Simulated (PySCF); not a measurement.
C$_{3}$H$_{10}$O$_{3}$Sn, triplet, at the geometry of the source list (a higher spin typed on purpose: for a closed-shell molecule this is an excited state) (all electrons, no relativity); HF/STO-3G run with PySCF.

The PySCF input:
```python
from pyscf import gto, scf

mol = gto.M(
    atom='''
C    -1.067800   -1.509700   -0.604200
C    -1.053300   -0.204200    0.152600
C    -1.641800    0.943800   -0.631400
Sn    1.057100    0.273000    0.716100
O     2.259000   -0.038800   -0.857600
O     1.842900   -0.867200    2.139400
O     1.483700    2.144800    1.248200
H    -0.512800   -1.425200   -1.533700
H    -0.635600   -2.315800   -0.015000
H    -2.098300   -1.774100   -0.840400
H    -1.549000   -0.308600    1.120100
H    -2.693300    0.736900   -0.829000
H    -1.134100    1.063600   -1.586100
H    -1.579500    1.879600   -0.078200
H     3.170600    0.208300   -0.712700
H     2.459900   -1.521000    1.804800
H     1.692500    2.714600    0.507000
''',
    basis='sto-3g',
    charge=0,
    spin=2,
    verbose=4,
)

mf = scf.UHF(mol)
mf.conv_tol_grad = 1e-7
mf.kernel()
```

The log (banner, timings and long lists left out):

```
PySCF version 2.14.0

[INPUT] verbose = 4
[INPUT] num. atoms = 17
[INPUT] num. electrons = 102
[INPUT] charge = 0
[INPUT] spin (= nelec alpha-beta = 2S) = 2
[INPUT] symmetry False subgroup None
[INPUT] Mole.unit = angstrom
[INPUT] Symbol           X                Y                Z      unit          X                Y                Z       unit  Magmom
[INPUT]  1 C     -1.067800000000  -1.509700000000  -0.604200000000 AA   -2.017849555811  -2.852919530256  -1.141772524462 Bohr   0.0
[INPUT]  2 C     -1.053300000000  -0.204200000000   0.152600000000 AA   -1.990448527004  -0.385882074636   0.288372206609 Bohr   0.0
[INPUT]  3 C     -1.641800000000   0.943800000000  -0.631400000000 AA   -3.102552351311   1.783523516365  -1.193173075050 Bohr   0.0
[INPUT]  4 Sn     1.057100000000   0.273000000000   0.716100000000 AA    1.997629486278   0.515895232006   1.353232877801 Bohr   0.0
[INPUT]  5 O      2.259000000000  -0.038800000000  -0.857600000000 AA    4.268891315392  -0.073321373633  -1.620629124427 Bohr   0.0
[INPUT]  6 O      1.842900000000  -0.867200000000   2.139400000000 AA    3.482576274961  -1.638770495223   4.042880070894 Bohr   0.0
[INPUT]  7 O      1.483700000000   2.144800000000   1.248200000000 AA    2.803786651017   4.053084591967   2.358756148682 Bohr   0.0
[INPUT]  8 H     -0.512800000000  -1.425200000000  -1.533700000000 AA   -0.969051556677  -2.693237672730  -2.898272957245 Bohr   0.0
[INPUT]  9 H     -0.635600000000  -2.315800000000  -0.015000000000 AA   -1.201109924774  -4.376227759268  -0.028345891868 Bohr   0.0
[INPUT] 10 H     -2.098300000000  -1.774100000000  -0.840400000000 AA   -3.965212327175  -3.352563117591  -1.588125835084 Bohr   0.0
[INPUT] 11 H     -1.549000000000  -0.308600000000   1.120100000000 AA   -2.927185766951  -0.583169482041   2.116682232125 Bohr   0.0
[INPUT] 12 H     -2.693300000000   0.736900000000  -0.829000000000 AA   -5.089599371291   1.392539181192  -1.566582957264 Bohr   0.0
[INPUT] 13 H     -1.134100000000   1.063600000000  -1.586100000000 AA   -2.143138397869   2.009912706087  -2.997294606173 Bohr   0.0
[INPUT] 14 H     -1.579500000000   1.879600000000  -0.078200000000 AA   -2.984822413751   3.551929223732  -0.147776582941 Bohr   0.0
[INPUT] 15 H      3.170600000000   0.208300000000  -0.712700000000 AA    5.991565650546   0.393629951747  -1.346807808978 Bohr   0.0
[INPUT] 16 H      2.459900000000  -1.521000000000   1.804800000000 AA    4.648537293818  -2.874273435463   3.410577709615 Bohr   0.0
[INPUT] 17 H      1.692500000000   2.714600000000   0.507000000000 AA    3.198361465826   5.129850537744   0.958091145154 Bohr   0.0

nuclear repulsion = 796.37283308609
number of shells = 39
number of NR pGTOs = 201
number of NR cGTOs = 67
basis = sto-3g
ecp = {}

******** <class 'pyscf.scf.uhf.UHF'> ********
method = UHF
initial guess = minao
damping factor = 0
level_shift factor = 0
DIIS = <class 'pyscf.scf.diis.CDIIS'>
diis_start_cycle = 1
diis_space = 8
diis_damp = 0
SCF conv_tol = 1e-09
SCF conv_tol_grad = 1e-07
SCF max_cycles = 50
direct_scf = True
direct_scf_tol = 1e-13
number electrons alpha = 52  beta = 50
init E= -6286.37918553819

cycle= 1 E= -6302.14989536038  delta_E= -15.8  |g|= 0.642  |ddm|= 3.64

cycle= 2 E= -6302.51028186735  delta_E= -0.36  |g|= 0.357  |ddm|= 1.86

cycle= 3 E= -6302.60574970671  delta_E= -0.0955  |g|= 0.0988  |ddm|= 0.687
cycle= 4 E= -6302.62064446212  delta_E= -0.0149  |g|= 0.0447  |ddm|= 0.302
cycle= 5 E= -6302.62607413766  delta_E= -0.00543  |g|= 0.0203  |ddm|= 0.21
cycle= 6 E= -6302.62762004606  delta_E= -0.00155  |g|= 0.0113  |ddm|= 0.125
cycle= 7 E= -6302.62839826623  delta_E= -0.000778  |g|= 0.0104  |ddm|= 0.0756
cycle= 8 E= -6302.62859751038  delta_E= -0.000199  |g|= 0.0104  |ddm|= 0.0191
cycle= 9 E= -6302.62857361336  delta_E= 2.39e-05  |g|= 0.0104  |ddm|= 0.00234
cycle= 10 E= -6302.62766647089  delta_E= 0.000907  |g|= 0.00803  |ddm|= 0.124
cycle= 11 E= -6302.62736478391  delta_E= 0.000302  |g|= 0.0054  |ddm|= 0.113
cycle= 12 E= -6302.62742682442  delta_E= -6.2e-05  |g|= 0.00422  |ddm|= 0.0985
cycle= 13 E= -6302.62746371906  delta_E= -3.69e-05  |g|= 0.00388  |ddm|= 0.0346
cycle= 14 E= -6302.62750428006  delta_E= -4.06e-05  |g|= 0.00367  |ddm|= 0.0437
cycle= 15 E= -6302.62757553644  delta_E= -7.13e-05  |g|= 0.00341  |ddm|= 0.0906
cycle= 16 E= -6302.62744084922  delta_E= 0.000135  |g|= 0.00552  |ddm|= 0.164
cycle= 17 E= -6302.62750765231  delta_E= -6.68e-05  |g|= 0.00448  |ddm|= 0.0284
cycle= 18 E= -6302.62747176618  delta_E= 3.59e-05  |g|= 0.00553  |ddm|= 0.0157
cycle= 19 E= -6302.62755328524  delta_E= -8.15e-05  |g|= 0.00317  |ddm|= 0.0324
cycle= 20 E= -6302.62754538675  delta_E= 7.9e-06  |g|= 0.00343  |ddm|= 0.0066
cycle= 21 E= -6302.62743195465  delta_E= 0.000113  |g|= 0.00318  |ddm|= 0.0588
cycle= 22 E= -6302.62745260305  delta_E= -2.06e-05  |g|= 0.000772  |ddm|= 0.0771
cycle= 23 E= -6302.62744794128  delta_E= 4.66e-06  |g|= 0.000463  |ddm|= 0.0221
cycle= 24 E= -6302.62744835565  delta_E= -4.14e-07  |g|= 0.000236  |ddm|= 0.00647
cycle= 25 E= -6302.62744825758  delta_E= 9.81e-08  |g|= 0.000154  |ddm|= 0.00466
cycle= 26 E= -6302.62744841368  delta_E= -1.56e-07  |g|= 7.04e-05  |ddm|= 0.00255
cycle= 27 E= -6302.62744845014  delta_E= -3.65e-08  |g|= 3.48e-05  |ddm|= 0.00146
cycle= 28 E= -6302.627448451  delta_E= -8.64e-10  |g|= 2.41e-05  |ddm|= 0.000202
cycle= 29 E= -6302.62744845048  delta_E= 5.19e-10  |g|= 1.19e-05  |ddm|= 0.000499
cycle= 30 E= -6302.62744845163  delta_E= -1.15e-09  |g|= 6.18e-06  |ddm|= 0.000146
cycle= 31 E= -6302.62744845184  delta_E= -2.09e-10  |g|= 2.34e-06  |ddm|= 0.000127
cycle= 32 E= -6302.62744845185  delta_E= -1.27e-11  |g|= 1.6e-06  |ddm|= 2.69e-05
cycle= 33 E= -6302.62744845193  delta_E= -7.64e-11  |g|= 9.96e-07  |ddm|= 2.07e-05
cycle= 34 E= -6302.62744845192  delta_E= 3.64e-12  |g|= 6.49e-07  |ddm|= 1.86e-05
cycle= 35 E= -6302.62744845189  delta_E= 2.91e-11  |g|= 3.81e-07  |ddm|= 1.07e-05
cycle= 36 E= -6302.62744845192  delta_E= -2.27e-11  |g|= 2.53e-07  |ddm|= 4.12e-06
cycle= 37 E= -6302.62744845192  delta_E= -4.55e-12  |g|= 1.73e-07  |ddm|= 3e-06
cycle= 38 E= -6302.62744845193  delta_E= -8.19e-12  |g|= 1.28e-07  |ddm|= 2.25e-06
cycle= 39 E= -6302.62744845194  delta_E= -9.09e-12  |g|= 1.03e-07  |ddm|= 1.22e-06
cycle= 40 E= -6302.62744845192  delta_E= 2.09e-11  |g|= 8.97e-08  |ddm|= 6.78e-07
Extra cycle  E= -6302.62744845193  delta_E= -8.19e-12  |g|= 7.65e-08  |ddm|= 3.5e-07
converged SCF energy = -6302.62744845193  <S^2> = 2.0602339  2S+1 = 3.0398907
```
